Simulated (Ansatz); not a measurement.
CH9GeNSi can be A, `C[SiH](N)[GeH3]`, or B, `C[NH][GeH2][SiH3]`.

Isolated molecules relaxed with PBE0-D4/def2-TZVP in Ansatz; ΔE leaves out vibrations. CCSD(T)/CBS adds triple-zeta CCSD(T) − MP2 to the extrapolated MP2 energy (def2 sets, frozen cores). DFT in def2-TZVPP. B3LYP here is the variant with VWN-RPA as its local correlation; programs differ in this. For Ge outer-core shells are correlated without core-valence functions, which leaves a few kJ/mol of doubt a bond. Scalar relativity is left out up to krypton. Each species was taken in one conformer, which may not be the lowest.

Problem. Which is lower in electronic energy at CCSD(T)/CBS, and by how much? (Best estimate.)

Solution. Computed: A, by 131.9 kJ/mol.

Problem. Give E(B) − E(A) in kJ/mol with CCSD/def2-TZVPP, CCSD(T)/def2-TZVPP, PBE0-D4, HF/def2-TZVPP, r2SCAN-D4, ωB97M-V, B3LYP-D4. (An estimate is asked.)

Solution. Ansatz gave: CCSD/def2-TZVPP 126.5, CCSD(T)/def2-TZVPP 126.0, PBE0-D4 131.0, HF/def2-TZVPP 123.4, r2SCAN-D4 136.2, ωB97M-V 135.0, B3LYP-D4 129.1. None reverses the order clearly.

Largest T1 diagnostic: 0.012.

From PBE to PBE0 (25 % exact exchange), in def2-TZVPP and without D4, E(B) − E(A) moves by +3.2 kJ/mol.
